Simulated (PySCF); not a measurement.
# Relaxation of singlet [Bi2F]+

Computed with PBE0/[F def2-TZVP, Bi def2-TZVP with ECP60], scalar-relativistic core potentials, density fitting, no spin–orbit coupling, PySCF. A (50,194) grid was used.

A hand-made bent start, of C2v symmetry, held to at least that symmetry:

Coordinates in bohr (charge 1 multiplicity 1):
```
F     0.0000    0.0000   -2.1844
Bi    3.2617    0.0000    0.0993
Bi   -3.2617    0.0000    0.0993
```

Optimiser trace:
| step | E − E(last) (kJ/mol) | largest gradient (Eh/bohr) |
| --- | --- | --- |
| 0 | 194.21 | 0.05626 |
| 1 | 101.39 | 0.04759 |
| 2 | 12.31 | 0.02945 |
| 3 | 5.20 | 0.01787 |
| 4 | 1.57 | 0.01333 |
| 5 | 0.04 | 0.00209 |
| 6 | 0.00 | 0.00043 |
| 7 | 0.00 | 0.00011 |

It ends at C2v with Bi–Bi 2.733 Å, F–Bi 2.224 Å (×2); Bi–Bi–F 52.1° (×2), Bi–F–Bi 75.8° (after a last refinement on a finer grid). A frequency run shows a minimum.

Final geometry:
Z-matrix (Å, degrees; charge 1 multiplicity 1):
```
F
Bi 1 2.2235
Bi 2 2.7327 1 52.08
```

With an element this heavy the missing spin–orbit coupling can shift these numbers.

The relaxation took about 70 core-seconds on a shared host.
